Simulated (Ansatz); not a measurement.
`[NH2][GeH2][F]` → H–F + `[NH2][GeH]` at 600 K and 1 bar (germylene formation by 1,1-elimination).

Calculated with Ansatz (gas phase, PBE0-D4/def2-TZVP geometries, no zero-point term in ΔE). CCSD(T)/CBS adds triple-zeta CCSD(T) − MP2 to the extrapolated MP2 energy (def2 sets, frozen cores). This one scheme is used for every species. For Ge outer-core shells are correlated without core-valence functions, which leaves a few kJ/mol of doubt a bond. Scalar relativity is left out up to krypton. Each species was taken in one conformer, which may not be the lowest.

| species | CCSD(T)/CBS energy (Eh) | H − E (kJ/mol) | S (J/(mol·K)) |
| --- | --- | --- | --- |
| `[NH2][GeH2][F]` | -2233.06137 | 159.6 | 359.2 |
| H–F | -100.39570 | 42.3 | 194.0 |
| `[NH2][GeH]` | -2132.60664 | 115.5 | 302.3 |

H − E and S are ideal-gas, rigid-rotor, harmonic terms from PBE0-D4/def2-TZVP, for one conformer and one mirror image of each species. 1 Eh = 2625.50 kJ/mol, R = 8.31446 J/(mol·K).

Problem. By hand: ΔE, ΔH, ΔS and ΔG.

Solution. ΔE = (-100.39570) + (-2132.60664) − (-2233.06137) = 0.05903 Eh = 155.0 kJ/mol. Δ(H − E) = 42.3 + 115.5 − 159.6 = -1.8, so ΔH = 153.2 kJ/mol. ΔS = 194.0 + 302.3 − 359.2 = 137.1 J/(mol·K). ΔG = 153.2 − 600 × (137.1)/1000 = 70.9 kJ/mol.

Problem. By hand: the equilibrium constant, and the temperature at which ΔG would vanish if ΔH and ΔS stayed fixed.

Solution. log₁₀ K = −ΔG/(RT ln 10) = -6.2. ΔG = 0 at ΔH/ΔS = 1117 K.

The number of gas molecules changes by +1, which sets the sign of ΔS. A doubt of 5 kJ/mol in ΔE shifts log₁₀ K by 0.4 here. Other conformers and mirror images would add mixing entropy, several J/(mol·K) or more a flexible species. These are equilibria of isolated gas molecules and say nothing of rates. Largest T1 diagnostic: 0.015 (customary marks: 0.02 for closed shells, 0.045 for open ones).
